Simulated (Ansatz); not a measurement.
Ga(PH3)F3 (GaPH₃F₃), relaxed as a singlet with RKS PBE0-D4/def2-SVP in Ansatz, starting from the GFN2-xTB geometry. Force threshold 0.02 eV/Å.

Start:

```xyz
8

F    -2.315   -0.253    0.621
F    -1.073    1.957   -0.918
F    -0.249    1.458    1.888
Ga   -0.983    0.854    0.427
P     0.812   -0.707   -0.358
H     0.558   -1.465   -1.482
H     1.221   -1.690    0.519
H     2.029   -0.154   -0.697
```

```
        step  energy (eV)  largest force component (eV/Å)  SCF passes
           1  -69835.5796                           1.145          24
           2  -69835.6223                           0.414          27
3 (rejected)  -69835.6138                           0.813          28
           4  -69835.6307                           0.012          29
```

Force components are those of the run's own axes.

End:

```tsv
atom	x (Å)	y (Å)	z (Å)
F1	-2.308	-0.277	0.621
F2	-1.059	1.948	-0.939
F3	-0.231	1.458	1.894
Ga4	-0.985	0.857	0.430
P5	0.799	-0.695	-0.351
H6	0.530	-1.461	-1.508
H7	1.209	-1.706	0.548
H8	2.045	-0.123	-0.694
```

By distances, no bond broke or formed. The bond that changes most is P5–H7, from 1.38 to 1.41 Å (atoms count from 1).

No frequencies were taken in this run, so the end may be a saddle point.

Run time 12 s (2 threads of Arm Neoverse V2 on a shared host).
